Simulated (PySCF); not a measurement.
# Molecular orbitals of Be₂

PBE0 at R = 2.525 Å; basis Be def2-SVPD; no relativity; PySCF 2.14. State: ¹Σg⁺ (singlet), closed shell. Only the outer orbitals are listed.

```csv
orbital,occ.,ε (eV),main shells (%)
σg,2,-8.20,"90 s, 10 p"
σu,2,-5.22,"88 s, 12 p"
σg,0,-2.22,"83 p, 17 s"
πu,0,-2.13,100 p
πu,0,-2.13,100 p
```

Problem. Which are the highest filled and the lowest empty level, where do they sit, and how wide is the gap?

Solution. Highest filled σu at -5.22 eV (in %: 88 s, 12 p); lowest empty σg at -2.22 eV (in %: 83 p, 17 s); the gap at PBE0 is 3.00 eV.

* bond order (Mayer): 0.69
* ⟨S²⟩: 0.000
* polarisability along the bond: 169.7 bohr³
* polarisability across the bond: 69.0 bohr³

Closed-shell solutions of metal pairs were not tested for spin polarisation, which can lower them a little.
